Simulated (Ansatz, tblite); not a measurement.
Forces on the cluster HfO3H2 at its B3LYP-D4/def2-TZVP geometry. The state is a singlet with charge 0.

In the def2 sets Hf takes a core potential; there is no spin–orbit coupling. The xTB rows come from tblite. The structure holds one bond between oxygen atoms, so isomers without such links may lie far lower. No other spin state of charge 0 was run. Another isomer (singlet) lies 1.34 eV lower at PBE0-D4/def2-TZVP; other spin states weren't run for this one.

GFN1-xTB (tblite), largest force 2.43 eV/Å:

```xyz
6
positions Å, forces eV/Å
Hf    0.110   -0.216    0.786    0.152   -0.807   -1.730
O     1.604   -0.250    1.724    0.041    0.289    0.231
O     0.497   -0.126   -1.234   -1.319    1.439    1.447
O    -0.222    1.157   -0.985    0.823   -1.737    0.604
H    -1.007   -1.654    1.292    0.274    0.840   -0.253
H    -0.981    1.088   -1.584    0.029   -0.025   -0.299
```

GFN2-xTB (tblite), largest force 1.19 eV/Å:

```
Hf 0.257 -0.830 -0.547
O -0.165 0.160 -0.041
O -0.635 0.482 0.878
O 0.194 -0.512 0.335
H 0.312 0.725 -0.286
H 0.036 -0.025 -0.339
```

PBE-D4/def2-TZVP (Ansatz), largest force 0.49 eV/Å:

```
Hf -0.352 0.114 -0.125
O 0.273 -0.063 0.112
O 0.094 -0.126 0.014
O 0.354 0.248 0.235
H 0.014 -0.072 0.019
H -0.382 -0.102 -0.255
```
